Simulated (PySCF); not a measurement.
## Orbital energies and ionisation energy

C6H7BN2.
Geometry (PBE0-D3(BJ)/def2-SVP, Å), atoms numbered from 1 in this order:
```xyz
16
C6H7BN2 angstrom
C     -3.257   -0.770   -0.380
C     -2.084   -1.016   -0.162
B     -0.567   -1.340    0.097
C      0.294   -1.758   -1.206
N      0.044    0.001    0.654
C      0.488    0.984    1.047
C      1.007    2.248    1.553
C      2.451    2.221    1.776
N      3.591    2.220    1.955
H     -4.295   -0.573   -0.574
H     -0.414   -2.107    1.044
H      1.361   -1.907   -0.976
H      0.212   -1.026   -2.026
H     -0.098   -2.715   -1.583
H      0.489    2.490    2.497
H      0.758    3.046    0.832
```

Level: wB97X-D/def2-SVPD (PySCF). Frontier orbitals with their largest atomic shares (Löwdin; up to four atoms above 4 %):

| orbital | ε (eV) | main atoms |
| --- | --- | --- |
| HOMO−3 | -10.93 | C4 30 %, B3 22 %, C2 12 %, N5 7 % |
| HOMO−2 | -10.51 | B3 23 %, C4 17 %, H11 16 %, C2 14 % |
| HOMO−1 | -9.18 | C1 42 %, C2 42 %, B3 5 %, H10 4 % |
| HOMO | -8.74 | ? |
| LUMO | 0.07 | N5 28 %, C6 26 %, C7 14 %, C8 10 % |
| LUMO+1 | 0.37 | N5 30 %, C6 29 %, C7 15 %, H16 7 % |
| LUMO+2 | 1.04 | C7 23 %, C6 21 %, C8 20 %, H15 10 % |

What vertical ionisation energy does ΔSCF give, and how far is −ε(HOMO) from it?

ΔSCF: 8.98 eV (866 kJ/mol; threshold wavelength 138 nm); ⟨S²⟩ of the doublet left behind is 0.760, against 0.75 for a pure doublet. −ε(HOMO) is 8.74 eV, 0.24 eV below it. In exact Kohn–Sham theory the two would be equal; wB97X-D (range-separated hybrid) comes within 0.24 eV of that here.

On which atoms does the HOMO lie?

C1 (terminal alkyne carbon) 36 %, C2 (alkyne carbon) 32 %, B3 (four-coordinate boron) 11 %, C4 (sp3 carbon bound to boron) 7 %, so no atom holds as much as 40 %. The HOMO−1 lies 0.44 eV lower.

What kinetic energy would electrons from this vertical process carry with He II light (40.814 eV)?

40.81 − 8.98 = 31.83 eV.

With α = 99.5 au, estimate the like-pair dispersion coefficient by London's formula C6 = (3/4)α²I.

I = 0.3300 Eh, so C6 ≈ 2450 au, a rough estimate.

How many of the 10 lowest singlet excitations (vertical TDDFT, same level) lie below the ionisation energy?

All 10; they run from 4.96 to 6.82 eV.

Isolated species at its PBE0-D3(BJ)/def2-SVP geometry, gas phase.

Note: wB97X-D ran without an empirical dispersion term, which enters the total energy and its gradient alone.
